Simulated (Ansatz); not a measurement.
(LiH)n off (charge +1): PBE-D4/def2-TZVP single points in Ansatz on relaxed structures, gas phase. Each cluster is the lowest isomer that a short search found in that spin, judged at the geometry's level, and lower ones may exist. HOMO and LUMO are taken over both spins. The spins of the ions were chosen, not always searched. A dash marks a value that wasn't run or was left out as unsound. The structures are stationary points that may keep the symmetry of their start. Remarks come from the PBE and PBE0 runs and from stability tests at other levels; not every state was tested. HOMO above LUMO (over both spins in singlets and doublets, within one spin in higher multiplets; at PBE or PBE0), or a gap under 0.15 eV within one spin, warns that the state may not be the lowest or that an electron is smeared out.

(1) Estimate the order by HOMO (eV), lowest first.
A. Li2H⁺ (singlet)
B. Li2H2⁺ (doublet; reduced ion singlet)
C. Li5H4⁺ (singlet)
D. Li6H5⁺ (singlet)
E. Li5H5⁺ (doublet; reduced ion singlet)
F. Li3H3⁺ (doublet; reduced ion singlet)
G. Li7H7⁺ (doublet; reduced ion singlet)
H. Li6H6⁺ (doublet; reduced ion singlet)

(1) A (-11.00), D (-9.05), C (-8.97), B (-8.88), H (-8.28), F (-7.09), E (-6.36), G (-5.89).

In full:

```json
{"species": "Li2H⁺", "atoms": "3", "state": "singlet", "geometry": "PBE0-D4/def2-TZVP", "HOMO (eV)": "-11.00", "LUMO (eV)": "-5.04", "gap (eV)": "5.96", "vertical EA (eV)": "4.04", "point group (within 0.1 Å)": "D∞h", "remarks": "gap within one spin near zero at PBE or PBE0 (neutral doublet)"}
{"species": "Li2H2⁺", "atoms": "4", "state": "doublet; reduced ion singlet", "geometry": "PBE-D4/def2-TZVP", "HOMO (eV)": "-8.88", "LUMO (eV)": "-7.30", "gap (eV)": "1.58", "vertical EA (eV)": "4.67", "point group (within 0.1 Å)": "D2h", "remarks": "–"}
{"species": "Li3H3⁺", "atoms": "6", "state": "doublet; reduced ion singlet", "geometry": "PBE0-D4/def2-TZVP", "HOMO (eV)": "-7.09", "LUMO (eV)": "-5.35", "gap (eV)": "1.74", "vertical EA (eV)": "4.05", "point group (within 0.1 Å)": "Cs", "remarks": "–"}
{"species": "Li5H4⁺", "atoms": "9", "state": "singlet", "geometry": "PBE0-D4/def2-TZVP", "HOMO (eV)": "-8.97", "LUMO (eV)": "-4.79", "gap (eV)": "4.18", "vertical EA (eV)": "3.19", "point group (within 0.1 Å)": "C4v", "remarks": "–"}
{"species": "Li5H5⁺", "atoms": "10", "state": "doublet; reduced ion singlet", "geometry": "PBE0-D4/def2-TZVP", "HOMO (eV)": "-6.36", "LUMO (eV)": "-5.34", "gap (eV)": "1.02", "vertical EA (eV)": "–", "point group (within 0.1 Å)": "–", "remarks": "restricted singlet, untested (neutral singlet)"}
{"species": "Li6H5⁺", "atoms": "11", "state": "singlet", "geometry": "r2SCAN-D4/def2-TZVP", "HOMO (eV)": "-9.05", "LUMO (eV)": "-5.10", "gap (eV)": "3.95", "vertical EA (eV)": "3.62", "point group (within 0.1 Å)": "Cs", "remarks": "–"}
{"species": "Li6H6⁺", "atoms": "12", "state": "doublet; reduced ion singlet", "geometry": "r2SCAN-D4/def2-TZVP", "HOMO (eV)": "-8.28", "LUMO (eV)": "-7.75", "gap (eV)": "0.53", "vertical EA (eV)": "5.65", "point group (within 0.1 Å)": "C2h", "remarks": "–"}
{"species": "Li7H7⁺", "atoms": "14", "state": "doublet; reduced ion singlet", "geometry": "PBE-D4/def2-TZVP", "HOMO (eV)": "-5.89", "LUMO (eV)": "-5.04", "gap (eV)": "0.84", "vertical EA (eV)": "–", "point group (within 0.1 Å)": "–", "remarks": "restricted singlet, untested (neutral singlet)"}
{"species": "Li9H8⁺", "atoms": "17", "state": "singlet", "geometry": "PBE-D4/def2-SVP", "HOMO (eV)": "-8.33", "LUMO (eV)": "-4.80", "gap (eV)": "3.53", "vertical EA (eV)": "3.38", "point group (within 0.1 Å)": "–", "remarks": "–"}
```

The gap (eV) runs from 0.53 (Li6H6⁺) to 5.96 (Li2H⁺). It doesn't follow size steadily. The vertical EA (eV) runs from 3.19 (Li5H4⁺) to 5.65 (Li6H6⁺). It doesn't follow size steadily.
